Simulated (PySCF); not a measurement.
**Correlation energy of Cu⁺ (copper, charge +1)**

[Ar] 3d10, closed-shell 1S. All numbers are calculated (PySCF 2.14, scalar relativity by spin-free X2C-1e, in x2c-TZVPall). Frozen: [Ar]; 10 electrons correlated.

Total MP2 correlation energy: -379.86 mhartree.

Same-spin part -140.84 and opposite-spin part -239.02 mhartree; SCS-MP2 scales them by 1/3 and 6/5 to -333.77 mhartree.

```json
{"level": "CCSD", "correlation energy (mhartree)": "-330.03"}
{"level": "(T)", "correlation energy (mhartree)": "-8.50"}
{"level": "CCSD(T)", "correlation energy (mhartree)": "-338.53"}
```

Diagnostics: T1 = 0.014, D1 = 0.0203, largest double amplitude 0.022.

Cost of the coupled-cluster step: 0.39 s of wall time on 1 thread of Neoverse-V2 (shared host), for 10 correlated electrons.
